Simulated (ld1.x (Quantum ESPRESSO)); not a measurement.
## Si (Z = 14): variants of one ultrasoft potential

Base potential:

Si, ultrasoft, made with ld1.x (Quantum ESPRESSO) 7.5 (PBE, scalar-relativistic). Core [Ne], reference 3s2 3p2. Waves: 3s (bound): rcut 1.45, rcutus 1.70 bohr; 3s channel at 4.5 Ry: rcut 1.45, rcutus 1.70 bohr; 3p (bound): rcut 2.00, rcutus 2.15 bohr; 3p channel at 2.9 Ry: rcut 2.00, rcutus 2.15 bohr. Local part: all-electron potential smoothed inside 2.15 bohr (lloc = -1). Core correction: Bessel-smoothed model core inside 1.15 bohr. Augmentation charge: built from norm-conserving waves at rcut, not smoothed further.

Cutoffs, loose and tight: the cutoffs (Ry, on a coarse ladder) from which the occupation-weighted sum of valence levels, in a spherical-Bessel basis at the reference potential, stays within 10 and 1 mRy of its value at 400 Ry. They do not see the model core or the augmentation charge, which bear on the density cutoff. Test errors are all-electron minus pseudo excitation energies from the reference, over the configurations 3s2 3p1; 3s2 3p0; 3s1 3p0; 3s2 3p1.5; 3s1 3p2; 3s1 3p3; 3s2 3p2.3. A dash means not determined; rows that change the core or the reference have their own tests. The largest error is taken over the tests solved by every variant that gives reliable tests at all: 3s1 3p0; 3s1 3p3; 3s2 3p0; 3s2 3p1.5; 3s2 3p2.3.

A true bound ghost makes a file unfit for plane-wave use even where its test errors are small: the radial tests pick states by their node count and pass the ghost by.

Cutoffs are not given where the Bessel-basis levels miss the radial ones by over 6 mRy, ghosts where they miss by over 20 mRy; a channel whose overlap is not positive is not tested.

| change | outcome | cutoff, loose | cutoff, tight | bound ghosts | largest test error (meV) |
| --- | --- | --- | --- | --- | --- |
| base | generated | – | – | not determined | +39 |
| waves 3p (bound): rcut 1.28, rcutus 1.36 bohr; 3p channel at 2.9 Ry: rcut 1.28, rcutus 1.36 bohr | generated | 30 Ry | 35 Ry | p | +12 |
| waves 3p (bound): rcut 1.46, rcutus 1.54 bohr; 3p channel at 2.9 Ry: rcut 1.46, rcutus 1.54 bohr | generated | 12 Ry | 25 Ry | none | +24 |
| waves 3p (bound): rcut 1.68, rcutus 1.78 bohr; 3p channel at 2.9 Ry: rcut 1.68, rcutus 1.78 bohr | generated | 10 Ry | 15 Ry | none | +31 |
| waves 3p (bound): rcut 1.86, rcutus 1.98 bohr; 3p channel at 2.9 Ry: rcut 1.86, rcutus 1.98 bohr | generated | – | – | not determined | +36 |
| waves 3p (bound): rcut 2.00, rcutus 2.14 bohr; 3p channel at 2.9 Ry: rcut 2.00, rcutus 2.14 bohr | generated | – | – | not determined | +39 |
| waves 3p (bound): rcut 2.00, rcutus 2.46 bohr; 3p channel at 2.9 Ry: rcut 2.00, rcutus 2.46 bohr | generated | – | – | not determined | +39 |
| waves 3p (bound): rcut 2.00, rcutus 2.56 bohr; 3p channel at 2.9 Ry: rcut 2.00, rcutus 2.56 bohr | generated | – | – | not determined | +39 |
| waves 3p (bound): rcut 2.00, rcutus 2.86 bohr; 3p channel at 2.9 Ry: rcut 2.00, rcutus 2.86 bohr | generated | – | – | not determined | +39 |
| waves 3p (bound): rcut 2.00, rcutus 2.98 bohr; 3p channel at 2.9 Ry: rcut 2.00, rcutus 2.98 bohr | generated | – | – | not determined | +39 |
| waves 3p (bound): rcut 2.00, rcutus 3.22 bohr; 3p channel at 2.9 Ry: rcut 2.00, rcutus 3.22 bohr | generated | – | – | not determined | +39 |

Reading the sweep of the p radius (base included, trends over the rows without a ghost): Bound ghosts are found at 1.36 bohr.
